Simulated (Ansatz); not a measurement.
Reaction (redistribution): `[SiH3][O][Sc]([Cl])[Cl]` + `[NH]=[Mo](=[NH])([F])[Cl]` → `[F][Sc]([Cl])[O][SiH3]` + `[NH]=[Mo](=[NH])([Cl])[Cl]`

Calculated with Ansatz (gas phase, PBE0-D4/def2-TZVP geometries, no zero-point term in ΔE). CBS: MP2 limit from def2 TZ/QZ plus the TZ coupled-cluster correction, frozen cores. DFT in def2-TZVPP. HSE06 is defined as in plane-wave codes. Elements past krypton have def2 core potentials. For Mo, Sc outer-core shells are correlated without core-valence functions, which leaves a few kJ/mol of doubt a bond. Scalar relativity is left out up to krypton. One conformer a species, not always the lowest.

```json
{"level": "CAM-B3LYP-D4", "ΔE (kJ/mol)": "-19.8"}
{"level": "HSE06", "ΔE (kJ/mol)": "-21.3"}
{"level": "SCS-MP2/def2-TZVPP", "ΔE (kJ/mol)": "-38.1"}
{"level": "MP2/CBS(def2)", "ΔE (kJ/mol)": "-45.1"}
```

What does CCSD(T)/CBS give? (An estimate is asked.)

Computed: -26.2 kJ/mol. The listed levels differ from it by 6.4, 4.9, -11.9, -18.9 kJ/mol.

Largest T1 diagnostic among the species: 0.021, so the coupled-cluster value is less sure than usual.

In def2-TZVPP, CCSD(T) changes the Hartree–Fock value by −16.1 kJ/mol (the triples alone add −2.2 kJ/mol) and MP2 by −35.0 kJ/mol. The D4 term adds −3.1 kJ/mol with B3LYP and −1.5 kJ/mol with PBE0; it sums over pairs of atoms, weighted by their polarisabilities, and B3LYP, whose exchange is more repulsive, gets the larger term.

B3LYP here is the variant with VWN-RPA as its local correlation; programs differ in this.
